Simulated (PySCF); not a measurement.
Geometries of 2 isomers of C2H6Cl2Si, from PySCF 2.14.0, PBE0-D3(BJ)/def2-SVP geometry optimisation, gas phase. One conformer each, no zero-point energy, no frequencies.

Task: Which isomer lies lower at this level?
A.
```xyz
11
angstrom
C      1.458   -0.576   -0.374
Si     0.047    0.605   -0.121
C     -1.519   -0.175    0.503
Cl     0.647    2.053    1.234
Cl    -0.351    1.558   -1.919
H      1.177   -1.369   -1.083
H      2.334   -0.044   -0.773
H      1.739   -1.041    0.584
H     -2.310    0.582    0.608
H     -1.868   -0.950   -0.197
H     -1.346   -0.639    1.486
```
B.
```xyz
11
angstrom
Cl    -1.719   -1.782    0.011
C     -1.572   -0.022    0.332
Si     0.017    0.633   -0.468
C      1.482   -0.366    0.184
Cl     2.992    0.238   -0.566
H     -1.570    0.120    1.423
H     -2.470    0.470   -0.069
H      0.185    2.072   -0.104
H     -0.072    0.483   -1.947
H      1.585   -0.277    1.275
H      1.373   -1.431   -0.062
```

Result: A. That is `C[Si](C)(Cl)Cl` (dimethyldichlorosilane), 87.8 kcal/mol below the other.

```json
{"SMILES": "C[Si](C)(Cl)Cl", "atoms numbered as above": "[CH3:1][Si:2]([CH3:3])([Cl:4])[Cl:5]", "E (Eh)": "-1288.90302", "relative (kcal/mol)": "0.0", "relative (kJ/mol)": "0.0", "dipole (D)": "2.49"}
{"SMILES": "ClC[SiH2]CCl", "atoms numbered as above": "[Cl:1][CH2:2][SiH2:3][CH2:4][Cl:5]", "E (Eh)": "-1288.76309", "relative (kcal/mol)": "87.8", "relative (kJ/mol)": "367.4", "dipole (D)": "2.02"}
```
